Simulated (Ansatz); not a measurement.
Consider the substitution at a C–B bond: `BCC[SiH3]` + H–F → `FCC[SiH3]` + BH₃.

Calculated with Ansatz (gas phase, PBE0-D4/def2-TZVP geometries, no zero-point term in ΔE). CBS: MP2 limit from def2 TZ/QZ plus the TZ coupled-cluster correction, frozen cores. This one scheme is used for every species. Functionals use def2-TZVPP. B3LYP here is the variant with VWN-RPA as its local correlation; programs differ in this. One conformer a species, not always the lowest.

`BCC[SiH3]`:

Cartesian coordinates in Å:
```
B 0.098 2.095 -0.311
C 0.327 0.646 -0.795
C -0.209 -0.040 0.499
Si -0.120 -1.910 0.352
H 0.934 2.652 0.343
H -0.968 2.621 -0.462
H 1.367 0.356 -0.957
H -0.272 0.329 -1.651
H 0.370 0.263 1.379
H -1.251 0.239 0.695
H 1.292 -2.324 0.134
H -0.934 -2.356 -0.810
H -0.633 -2.572 1.583
```

H–F:

Cartesian coordinates in Å:
```
F 0.354 0.293 0.000
H -0.354 -0.293 0.000
```

`FCC[SiH3]`:

Z-matrix (Å, degrees):
```
C
C 1 1.510
F 1 1.388 2 110.2
H 1 1.094 2 112.0 3 119.1
H 1 1.095 2 111.3 3 -118.9
Si 2 1.886 1 114.0 3 53.9
H 2 1.096 1 108.5 3 174.4
H 2 1.095 1 110.2 3 -69.2
H 6 1.488 2 109.5 1 50.3
H 6 1.483 2 111.9 1 -70.9
H 6 1.488 2 108.9 1 169.0
```

BH₃:

```xyz
4

B     0.000    0.000    0.000
H     0.303   -1.132    0.227
H     0.328    0.868    0.751
H    -0.631    0.264   -0.978
```

CCSD(T)/CBS gives +87.1 kJ/mol.

Question: Another level gave +73.9 kJ/mol. Which?
A. B3LYP/def2-TZVPP
B. PBE-D4/def2-TZVPP
C. r2SCAN-D4/def2-TZVPP
D. B2PLYP/def2-TZVPP

Answer: D. B2PLYP 73.9, PBE-D4 85.2, r2SCAN-D4 79.9, B3LYP 66.1 kJ/mol.

Largest T1 diagnostic among the species: 0.011.

In def2-TZVPP, CCSD(T) changes the Hartree–Fock value by +35.0 kJ/mol (the triples alone add +3.9 kJ/mol) and MP2 by +46.9 kJ/mol. The D4 term adds +6.1 kJ/mol with B3LYP and +3.4 kJ/mol with PBE0; it sums over pairs of atoms, weighted by their polarisabilities, and B3LYP, whose exchange is more repulsive, gets the larger term.
